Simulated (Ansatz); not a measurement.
C2H5O (SMILES [CH2]OC) moved off its minimum; all values from Ansatz (a first-principles code), cores frozen in correlated methods. Open shells are unrestricted.
(charge 0, multiplicity 2)
```xyz
8

C      1.08888    -0.18430     0.01011
O     -0.03958     0.17062     0.57006
C     -1.13328     0.07855    -0.25571
H      1.32553     0.06596    -1.09067
H      2.23417    -0.14152     0.61029
H     -0.96308     0.87530    -0.98491
H     -1.26567    -0.78647    -0.97099
H     -1.88545     0.26365     0.22435
```

Forces at HF/def2-TZVPP (eV/Å):

```
atom      Fx      Fy      Fz
----  ------  ------  ------
C1     6.368  -0.189  -1.210
O2     0.378  -0.850   1.405
C3     7.285  -0.751  -8.014
H4    -1.142  -0.319   1.887
H5    -4.495   0.042  -1.212
H6    -0.679   0.206  -0.035
H7     0.601   0.196   1.840
H8    -8.315   1.665   5.340
```

**Question.** Give the forces (eV/Å), the total energy and the dipole at CCSD(T)/cc-pVTZ.

**Answer.** 
```json
[
 {"atom": "C1", "Fx": "6.228", "Fy": "-0.338", "Fz": "-1.339"},
 {"atom": "O2", "Fx": "0.318", "Fy": "-0.551", "Fz": "2.306"},
 {"atom": "C3", "Fx": "6.911", "Fy": "-1.050", "Fz": "-7.945"},
 {"atom": "H4", "Fx": "-1.012", "Fy": "-0.292", "Fz": "1.450"},
 {"atom": "H5", "Fx": "-4.012", "Fy": "0.046", "Fz": "-1.053"},
 {"atom": "H6", "Fx": "-0.544", "Fy": "0.417", "Fz": "-0.292"},
 {"atom": "H7", "Fx": "0.536", "Fy": "0.010", "Fz": "1.473"},
 {"atom": "H8", "Fx": "-8.426", "Fy": "1.758", "Fz": "5.401"}
]
```
Energy -154.0465 hartree, dipole 1.33 D.
